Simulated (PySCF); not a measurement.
UHF on Cl⁺ (chlorine, charge +1)

Configuration: [Ne] 3s2 3p3 4s1, high-spin 5S determinant (an excited configuration). All numbers are calculated (PySCF 2.14, scalar relativity by spin-free X2C-1e, in aug-cc-pVQZ-DK).

```json
{
  "Total energy": "-460.003870 hartree",
  "One-electron energy": "-624.9757 hartree",
  "Hartree (Coulomb) energy": "192.1647 hartree",
  "Exchange energy": "-27.1929 hartree",
  "⟨S²⟩": "6.0005",
  "⟨L²⟩": "0.000",
  "Sum of ⟨r⟩": "15.39 bohr",
  "Sum of ⟨r²⟩": "34.77 bohr²",
  "Langevin diamagnetic susceptibility": "-27.5 ×10⁻⁶ cm³/mol"
}
```

```json
{"shell": "1s α", "electrons": "1", "mean orbital energy (hartree)": "-106.04441", "rms radius, mean of both spins (bohr)": "0.105"}
{"shell": "1s β", "electrons": "1", "mean orbital energy (hartree)": "-106.00015", "rms radius, mean of both spins (bohr)": "0.105"}
{"shell": "2s α", "electrons": "1", "mean orbital energy (hartree)": "-11.44007", "rms radius, mean of both spins (bohr)": "0.478"}
{"shell": "2s β", "electrons": "1", "mean orbital energy (hartree)": "-11.39341", "rms radius, mean of both spins (bohr)": "0.478"}
{"shell": "2p α", "electrons": "3", "mean orbital energy (hartree)": "-8.84876", "rms radius, mean of both spins (bohr)": "0.451"}
{"shell": "2p β", "electrons": "3", "mean orbital energy (hartree)": "-8.77250", "rms radius, mean of both spins (bohr)": "0.451"}
{"shell": "3s α", "electrons": "1", "mean orbital energy (hartree)": "-1.86788", "rms radius, mean of both spins (bohr)": "1.56"}
{"shell": "3s β", "electrons": "1", "mean orbital energy (hartree)": "-1.45523", "rms radius, mean of both spins (bohr)": "1.56"}
{"shell": "3p α", "electrons": "3", "mean orbital energy (hartree)": "-1.19974", "rms radius, mean of both spins (bohr)": "1.74"}
{"shell": "4s α", "electrons": "1", "mean orbital energy (hartree)": "-0.36791", "rms radius, mean of both spins (bohr)": "4.37"}
```

The outer electron is Rydberg-like, and this basis confines it to a smaller radius and binds it less than a complete one would.

Densities and radii are taken from the X2C orbitals without a picture-change correction, which distorts them close to the nucleus.

Spin-orbit constants ζ (cm⁻¹) from the X2C one-electron operator on these orbitals: bare nucleus, nucleus screened by l(l+1)(2l+1)/3 electrons, and screened by the Breit-Pauli mean field of the electrons.

```
shell   bare  screened nucleus  mean field
   2p  10030              8846        8313
   3p  870.3             767.9       713.6
```
